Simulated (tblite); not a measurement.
Compound: C5H7N2 (doublet state).
Numbering: `[CH2:1]=[CH:2][C:3](=[N:4])[CH2:5][N:6]=[CH2:7]` (hydrogens: H8, H9 on C1; H10 on C2; H11, H12 on C5; H13, H14 on C7)

A start from a force field or distance geometry was refined with tblite 0.8.0, GFN2-xTB geometry optimisation, gas phase. Values at the start:

| coordinate | start |
| --- | --- |
| C1=C2 | 1.310 Å |
| C1–H8 | 1.094 Å |
| C1–H9 | 1.087 Å |
| C2–C3 | 1.482 Å |
| C2–H10 | 1.091 Å |
| C3=N4 | 1.312 Å |
| C3–C5 | 1.478 Å |
| C5–N6 | 1.443 Å |
| C5–H11 | 1.109 Å |
| N6=C7 | 1.307 Å |
| C7–H13 | 1.083 Å |
| C7–H14 | 1.093 Å |
| C1–C2–C3 | 116.6° |
| C2–C3–N4 | 119.9° |
| C2–C3–C5 | 120.7° |
| C3–C5–N6 | 111.2° |
| N4–C3–C5 | 119.3° |
| C5–N6–C7 | 115.0° |

Q: How do these coordinates change at the GFN2-xTB level?

A: 
| coordinate | GFN2-xTB (Å or °) | change |
| --- | --- | --- |
| C3=N4 | 1.231 | -0.081 |
| C3–C5 | 1.553 | +0.075 |
| N6=C7 | 1.245 | -0.062 |
| C5–N6 | 1.410 | -0.033 |
| C7–H13 | 1.114 | +0.031 |
| C1–H8 | 1.077 | -0.017 |
| C1=C2 | 1.324 | +0.014 |
| C7–H14 | 1.079 | -0.014 |
| C5–H11 | 1.096 | -0.013 |
| C1–H9 | 1.077 | -0.010 |
| C2–H10 | 1.082 | -0.009 |
| C2–C3 | 1.481 | -0.001 |
| C2–C3–C5 | 110.5 | -10.2 |
| C5–N6–C7 | 123.7 | +8.7 |
| C1–C2–C3 | 122.4 | +5.8 |
| C3–C5–N6 | 116.9 | +5.7 |
| N4–C3–C5 | 124.7 | +5.4 |
| C2–C3–N4 | 124.8 | +4.9 |

The energy falls by 89.4 kJ/mol over 160 L-BFGS steps, the largest force on an atom goes from 4.62 to 0.007 eV/Å, and the atoms move by 1.103 Å rms after alignment. The bond that changes most is C3=N4 (ends: carbon bonded to 2 C and N; nitrogen bonded to C), which shortens by 0.081 Å. Bonds longer at the end by more than 0.005 Å: 3 of 13; shorter: 9. Among the dihedrals that turn most is C2–C3–C5–H12, from 179° to -60°. Rotational constants go from 5623, 1665, 1487 to 7981, 1624, 1363 MHz.

Its GFN2-xTB frequencies are all real (lowest 40 cm⁻¹). 3 starts were optimised and ended at 0.00, 5.06 and 6.87 kcal/mol (GFN2-xTB); the lowest of these is shown.

One conformer stands for the species.

All values are computed, not measured.
